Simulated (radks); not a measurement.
The nitrogen anion N-, [He] 2s2 2p4, held by a Watson sphere: a shell of charge +1 at radius R that stands for the Madelung well of a crystal (potential energy -1/R inside, -1/r outside, in hartree with lengths in bohr). Method: scalar-relativistic Kohn-Sham, LDA (Slater exchange, Perdew-Wang correlation), spin-polarised, spherical densities, finite nucleus; open shells are filled with parallel spins first; Fermi nuclear charge, rms radius of each element as measured or else 0.836 A^(1/3) + 0.57 fm; computed with a radial shooting solver on a logarithmic mesh with Libxc functionals. Response by self-consistent Sternheimer equations with the Hartree and adiabatic LDA kernel, the relativistic mass of each level held fixed and spin-orbit coupling left out. The sphere does not respond.

R (bohr),e(2s down) (eV),e(2p up) (eV),e(2p down) (eV),<r> 2p (bohr),sum of <r^2> (bohr^2),X-ray form factor at sin(theta)/lambda = 0.2 1/angstrom,alpha (bohr^3)
1.8,-17.003,-8.281,-5.993,1.659,17.43,4.853,12.14
2.09,-16.301,-7.692,-5.469,1.723,18.45,4.777,14.36
2.95,-14.593,-6.175,-4.059,1.901,21.02,4.656,23.11
3.02,-14.478,-6.069,-3.958,1.914,21.21,4.650,23.99
3.38,-13.939,-5.567,-3.475,1.986,22.11,4.630,29.02
3.74,-13.474,-5.131,-3.049,2.057,22.97,4.617,35.08
